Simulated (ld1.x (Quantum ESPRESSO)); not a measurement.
**What the settings do to the RRKJ potential of boron (B)**

Base potential:

ld1.x (Quantum ESPRESSO) 7.5 input, shortened:

```
&input
   title='B', zed=5., rel=1, dft='PBE', iswitch=3,
   config='[He] 2s2 2p1 3d-2'
 /
 &inputp
   pseudotype=2, tm=.false., rho0=0.02, lloc=-1, rcloc=1.40,
   nlcc=.true., new_core_ps=.true.
 /
3
2S  1  0   2.00   0.00  1.60  1.60  0.0
2P  2  1   1.00   0.00  3.35  3.35  0.0
3D  3  2  -2.00   0.10  2.65  2.65  0.0
 &test
   configts(1)='2s2 2p1'
 /
```

All-electron outer shells of the reference configuration (PBE, scalar-relativistic, ld1.x):

| shell | level (eV) | outermost node (bohr) | outermost maximum (bohr) |
| --- | --- | --- | --- |
| 1s | -180.59 | – | 0.21 |
| 2s | -9.44 | 0.46 | 1.52 |
| 2p | -3.61 | – | 1.57 |

Cutoffs, loose and tight: the cutoffs (Ry, on a coarse ladder) from which the occupation-weighted sum of valence levels, in a spherical-Bessel basis at the reference potential, stays within 10 and 1 mRy of its value at 400 Ry. They do not see the model core or the augmentation charge, which bear on the density cutoff. Test errors are all-electron minus pseudo excitation energies from the reference, over the configurations 2s2 2p0; 2s1 2p0; 2s2 2p0.5; 2s1 2p2; 2s2 2p1.3; 2s1 2p1; 2s0 2p3. A dash means not determined; rows that change the core or the reference have their own tests.

Cutoffs are not given where the Bessel-basis levels miss the radial ones by over 6 mRy, ghosts where they miss by over 20 mRy; a channel whose overlap is not positive is not tested.

The default core radius of the base comes out at 0.69 bohr.

A file whose overlap is not positive is unfit for use, and its test errors describe a broken file.

```csv
change,outcome,"cutoff, loose","cutoff, tight",bound ghosts,largest test error (meV)
base,generated,21 Ry,40 Ry,none,+499
local potential the d channel,generated,21 Ry,45 Ry,none,+505
wave 3d channel at 0.1 Ry: rc 2.65 bohr becomes 3d channel at -0.09 Ry: rc 2.65 bohr,generated,21 Ry,40 Ry,none,+499
wave 2p (bound): rc 3.35 bohr becomes 2p (bound): rc 3.20 bohr,generated,21 Ry,40 Ry,none,+419
"type ultrasoft; waves now 2s (bound): rcut 1.40, rcutus 1.60 bohr; 2s channel at -0.3 Ry: rcut 1.40, rcutus 1.60 bohr; 2p (bound): rcut 2.90, rcutus 3.35 bohr; 2p channel at 0.1 Ry: rcut 2.90, rcutus 3.35 bohr; 3d channel at 0.1 Ry: rcut 2.30, rcutus 2.65 bohr; local potential all-electron potential smoothed inside 1.25 bohr (lloc = -1); augmentation PSQ, radius 1.35 bohr; rho0 0","generated, overlap not positive",–,–,not determined (overlap not positive),-9.6
core correction Bessel-smoothed model core inside 1.86 bohr,generated,21 Ry,40 Ry,none,+502
functional Wu–Cohen,generated,21 Ry,40 Ry,none,+478
wave 3d channel at 0.1 Ry: rc 2.65 bohr becomes 3d channel at 0.1 Ry: rc 2.16 bohr,generated,21 Ry,40 Ry,none,+499
local potential all-electron potential smoothed inside 3.60 bohr (lloc = -1),generated,21 Ry,45 Ry,none,+516
reference 2s1.5 2p1.5,generated,18 Ry,50 Ry,none,+713
```

(1) What comes out with this change to the base: all radii but the core radius scaled by about 0.94 (s 1.50, p 3.16, d 2.50 bohr); local potential all-electron potential smoothed inside 1.32 bohr (lloc = -1)?

(2) What comes out with this change to the base: wave 2s (bound): rc 1.60 bohr becomes 2s (bound): rc 1.54 bohr?

## Answers

(1) outcome: generated; cutoff, loose: 21 Ry; cutoff, tight: 50 Ry; bound ghosts: none; largest test error (meV): +385.

(2) outcome: generated; cutoff, loose: 21 Ry; cutoff, tight: 50 Ry; bound ghosts: none; largest test error (meV): +499.
